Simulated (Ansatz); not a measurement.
FGeH₅O₂Si, SMILES `[OH][GeH2][SiH](O)F`: the same geometry under several functionals.

```yaml
crystal:
  periodic: [false, false, false]
  atoms:
    - {symbol: O, position_ang: [-1.248779, 0.471922, 1.735297]}
    - {symbol: Ge, position_ang: [-1.028836, 0.972383, 0.033656]}
    - {symbol: Si, position_ang: [0.771030, -0.368142, -0.791083]}
    - {symbol: O, position_ang: [1.062986, -1.341041, 0.497491]}
    - {symbol: F, position_ang: [2.061211, 0.518007, -1.123918]}
    - {symbol: H, position_ang: [-0.651247, -0.249386, 1.951955]}
    - {symbol: H, position_ang: [-0.731367, 2.481559, 0.021089]}
    - {symbol: H, position_ang: [-2.350087, 0.711809, -0.715809]}
    - {symbol: H, position_ang: [0.526231, -1.171558, -2.016705]}
    - {symbol: H, position_ang: [1.671956, -2.076853, 0.411026]}
basis:
  gaussian: {orbitals: def2-TZVPP}
hamiltonian: {xc: {name: LC-wPBE}, dispersion: d4}
output: {orbitals: {seedname: orbitals}}
```

```sh
$ ansatz run in.yaml --threads 4 --pin off --events-out ev --progress --plain
```

It prints (some lines left out):

```
WARN the engine holds no damping parameters fitted to this dispersion correction and functional, so the run takes those fitted to pbe0 (hamiltonian.dispersion, under Limitations)
Functional definition: LC-wPBE
1399 factors; their error is unknown
427 factors; integrals over basis functions are off by at most 2.1e-5 eV
mean field evaluation 1: about -71273.0324 eV, gradient 7.7e1 eV
mean field evaluation 2: about -71269.5670 eV, gradient 9.2e1 eV
mean field evaluation 4: about -71281.7933 eV, gradient 3.5e0 eV
mean field evaluation 8: about -71281.7797 eV, gradient 3.8e-2 eV
mean field evaluation 16: about -71281.7797 eV, gradient 5.1e-5 eV
mean field -71281.77967533 eV, -2619.5570865426 hartree, gradient 5.1e-5 eV, S^2 0.000000; 0 other end points of the search recorded, 0 dependent functions left out
reference -71281.77967533 eV, -2619.5570865429 hartree; 38, 38 occupied and 215, 215 virtual orbitals, 1399 factors
Total energy: -71281.96346310 eV, -2619.5638406188 hartree
```

Run time 2.3 s (4 threads of a server CPU on a shared host); peak host memory 0.51 GiB.

The same input with `hamiltonian: {xc: {name: wB97X-V}}` (abridged; 6.5 s):

```
Functional definition: wB97X-V
mean field evaluation 16: about -71286.6944 eV, gradient 2.7e-4 eV
mean field -71286.69441261 eV, -2619.7376998065 hartree, gradient 6.0e-5 eV, S^2 0.000000
Total energy: -71286.69441058 eV, -2619.7376997320 hartree
```

The same input with `hamiltonian: {xc: r2scan, dispersion: d4}` and forces (abridged; 3.4 s):

```
Functional definition: r2SCAN
mean field evaluation 16: about -71291.3950 eV, gradient 2.7e-3 eV
mean field -71291.39498750 eV, -2619.9104427473 hartree, gradient 2.2e-5 eV, S^2 0.000000
Total energy: -71291.44680897 eV, -2619.9123471514 hartree
Atom 0 force    -0.053755     0.017954     0.101056 eV/Å
Atom 1 force     0.055268    -0.000680    -0.152744 eV/Å
Atom 2 force    -0.079731     0.005402    -0.049277 eV/Å
Atom 3 force    -0.011424    -0.003506     0.057944 eV/Å
Atom 4 force     0.044526     0.036232    -0.006807 eV/Å
Atom 5 force     0.027037    -0.023508    -0.013182 eV/Å
Atom 6 force    -0.027615    -0.042002     0.012389 eV/Å
Atom 7 force     0.027844     0.024451     0.038321 eV/Å
Atom 8 force     0.000560     0.012125     0.014301 eV/Å
Atom 9 force     0.017290    -0.026468    -0.002001 eV/Å
Dipole moment:     0.223768    -0.455821    -0.237441 e Å
```

Changing it to `hamiltonian: {xc: pbe0, dispersion: d4}` (abridged; 2.8 s):

```
Functional definition: PBE0
mean field evaluation 16: about -71277.9388 eV, gradient 1.5e-4 eV
mean field -71277.93876600 eV, -2619.4159357284 hartree, gradient 2.2e-5 eV, S^2 0.000000
Total energy: -71278.12258530 eV, -2619.4226909629 hartree
```

With the line `hamiltonian: {xc: {name: r2SCAN0}, dispersion: d4}` (abridged; 4 s):

```
Functional definition: r2SCAN0
mean field evaluation 16: about -71289.7728 eV, gradient 1.3e-4 eV
mean field -71289.77279224 eV, -2619.8508281714 hartree, gradient 1.9e-5 eV, S^2 0.000000
Total energy: -71289.83474452 eV, -2619.8531048757 hartree
```

Changing it to `hamiltonian: {xc: lda}` (abridged; 1.9 s):

```
Functional definition: SPW92
mean field evaluation 16: about -71130.7573 eV, gradient 3.7e-4 eV
mean field -71130.75728959 eV, -2614.0071162335 hartree, gradient 3.0e-5 eV, S^2 0.000000
Total energy: -71130.75732912 eV, -2614.0071176863 hartree
```

LC-ωPBE has ω = 0.4 bohr⁻¹; the program lends it PBE0's D4 damping.
